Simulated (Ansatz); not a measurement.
The inner images of a band of CH5BO3 (10 atoms, charge 0, multiplicity 1) are given out of order.

Level of theory: Ansatz 0.2.0, RHF/def2-SVP.

Image 0:

```xyz
10
Properties=species:S:1:pos:R:3
O -1.330 0.697 -0.746
C -0.778 0.065 0.385
B 0.749 -0.255 0.078
O 1.291 0.085 -1.109
O 1.495 -0.872 1.020
H -2.239 0.906 -0.607
H -1.306 -0.864 0.626
H -0.846 0.702 1.275
H 0.657 0.508 -1.672
H 2.389 -1.022 0.752
```

Image 6:

```xyz
10
Properties=species:S:1:pos:R:3
O -1.960 0.328 -0.139
C -0.902 -0.127 0.657
B 0.511 -0.129 -0.060
O 0.622 0.553 -1.231
O 1.544 -0.771 0.538
H -1.630 0.933 -0.784
H -1.136 -1.140 0.994
H -0.815 0.471 1.575
H 1.462 0.565 -1.662
H 2.387 -0.733 0.117
```

Task: Put them in order from the first end to the last, with their energies above the first end.
A.
```xyz
10
Properties=species:S:1:pos:R:3
O -1.608 0.396 -0.636
C -0.836 -0.166 0.408
B 0.717 -0.184 0.058
O 1.163 0.256 -1.139
O 1.595 -0.655 0.970
H -1.696 1.326 -0.510
H -1.182 -1.192 0.559
H -1.016 0.343 1.362
H 0.458 0.485 -1.727
H 2.487 -0.660 0.657
```
B.
```xyz
10
Properties=species:S:1:pos:R:3
O -1.869 0.214 -0.308
C -0.877 -0.261 0.561
B 0.603 -0.057 0.023
O 0.855 0.821 -1.008
O 1.608 -0.705 0.645
H -1.612 1.063 -0.633
H -1.061 -1.325 0.724
H -0.960 0.202 1.555
H 0.927 0.476 -1.883
H 2.469 -0.479 0.328
```
C.
```xyz
10
Properties=species:S:1:pos:R:3
O -1.788 0.276 -0.455
C -0.867 -0.218 0.486
B 0.660 -0.115 0.045
O 1.120 0.563 -1.045
O 1.584 -0.700 0.834
H -1.594 1.180 -0.642
H -1.122 -1.263 0.671
H -0.984 0.275 1.463
H 0.617 0.548 -1.839
H 2.457 -0.597 0.484
```
D.
```xyz
10
Properties=species:S:1:pos:R:3
O -1.406 0.567 -0.737
C -0.807 -0.073 0.371
B 0.745 -0.246 0.065
O 1.233 0.128 -1.135
O 1.565 -0.751 1.012
H -2.046 1.201 -0.463
H -1.275 -1.047 0.555
H -0.937 0.505 1.292
H 0.544 0.470 -1.689
H 2.466 -0.804 0.733
```
E.
```xyz
10
Properties=species:S:1:pos:R:3
O -1.937 0.153 -0.167
C -0.869 -0.284 0.627
B 0.552 -0.043 -0.031
O 0.588 0.768 -1.124
O 1.638 -0.630 0.524
H -1.683 0.945 -0.615
H -0.989 -1.358 0.791
H -0.904 0.169 1.627
H 1.203 0.608 -1.819
H 2.485 -0.380 0.191
```

Result: D (+0.06 eV), A (+0.11 eV), C (+0.31 eV), B (+0.56 eV), E (+0.40 eV).

Run time: 2.2 min on 1 thread of Arm Neoverse V1 (shared host), peak memory 0.17 GiB.
